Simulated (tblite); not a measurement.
Compound: C5HNO2.
SMILES: `N#CC1=CC(=O)C1=O`

Computed geometry: GFN2-xTB, gas phase.

Masses are those of the commonest isotopes; rigid-rotor values at the optimised geometry. 

Q: What are A, B and C (MHz)?

A: Ia = 103.43, Ib = 337.92, Ic = 441.34 u·Å²; 505379 MHz·u·Å²/I gives A = 4886, B = 1496, C = 1145 MHz.

Q: Classify the top.

A: An asymmetric top; Ray's κ = -0.813.

Q: What does the inertial defect say?

A: Planar: Δ = Ic − Ia − Ib = 0.00 u·Å². For a rigid frame Δ = −2 Σ m c², so it vanishes when all atoms lie in the ab plane; here none is more than 0.01 Å from it.

Q: List the rotational levels J(Ka,Kc) to J = 2 (MHz).

A: Above 0(0,0):
J = 1: 1(0,1) 2641, 1(1,1) 6032, 1(1,0) 6382
J = 2: 2(0,2) 7896, 2(1,2) 10962, 2(1,1) 12014, 2(2,1) 22186, 2(2,0) 22212
Those of J = 1 are B + C, A + C and A + B.

Q: Estimate the classical rotational partition function at 25 K, 100 K and 500 K.

A: Point group Cs, symmetry number σ = 1; q = (√π/σ)·√((kT/h)³/(ABC)), k/h = 20836.6 MHz/K: 7280 at 25 K, 58300 at 100 K, 652000 at 500 K.

Its GFN2-xTB frequencies are all real (lowest 61 cm⁻¹). No vibrational averaging or centrifugal distortion is included, and the geometry carries the error of its method.
